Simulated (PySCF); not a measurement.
Isomers of C7H9NS, from PySCF 2.14.0, PBE0-D3(BJ)/def2-SVP geometry optimisation, gas phase. One conformer each, no zero-point energy, no frequencies.

Question: Which isomer lies lowest at this level?
A. `[N:1]#[C:2][C@@H:3]1[CH2:4][CH2:5][C@H:6]1[CH2:7][CH:8]=[S:9]` with C5–C6–C7–C8 -67°, C6–C7–C8–S9 106°, C2–C3–C4–C5 -142°, C3–C4–C5–C6 20°, C4–C5–C6–C7 -141°, C2–C3–C6–C5 143°: A = 3301, B = 633.4, C = 554.8 MHz, dipole 2.02 D
B. `[CH:1]#[C:2][C@H:3]([CH2:4][CH:5]=[CH2:6])[C:7]([NH2:8])=[S:9]` with C2–C3–C4–C5 59°, C3–C4–C5–C6 116°, C2–C3–C7–N8 10°, C3–C7–N8–H 180° and -3°: A = 1668, B = 1013, C = 661.2 MHz, dipole 4.00 D
C. `[CH:1]#[C:2][C@H:3]([C:4](=[CH2:5])[CH3:6])[C:7]([NH2:8])=[S:9]` with C2–C3–C4–C5 -30°, C2–C3–C7–N8 30°, C3–C7–N8–H 178° and -7°: A = 1642, B = 1216, C = 841.7 MHz, dipole 3.60 D

Answer: A. That is `N#C[C@@H]1CC[C@H]1CC=S`, 15.9 kcal/mol below the next.

| SMILES | mapped SMILES | E (Eh) | relative (kcal/mol) | relative (kJ/mol) | dipole (D) |
| --- | --- | --- | --- | --- | --- |
| N#C[C@@H]1CC[C@H]1CC=S | [N:1]#[C:2][C@@H:3]1[CH2:4][CH2:5][C@H:6]1[CH2:7][CH:8]=[S:9] | -724.16920 | 0.0 | 0.0 | 2.02 |
| C#C[C@H](C(=C)C)C(N)=S | [CH:1]#[C:2][C@H:3]([C:4](=[CH2:5])[CH3:6])[C:7]([NH2:8])=[S:9] | -724.14381 | 15.9 | 66.7 | 3.60 |
| C#C[C@H](CC=C)C(N)=S | [CH:1]#[C:2][C@H:3]([CH2:4][CH:5]=[CH2:6])[C:7]([NH2:8])=[S:9] | -724.14070 | 17.9 | 74.8 | 4.00 |

As drawn, the lowest has a four-membered ring and a C≡N group, which the highest lacks; the highest has a C≡C bond, an N–H bond and a C=C bond outside aromatic rings, which the lowest lacks.
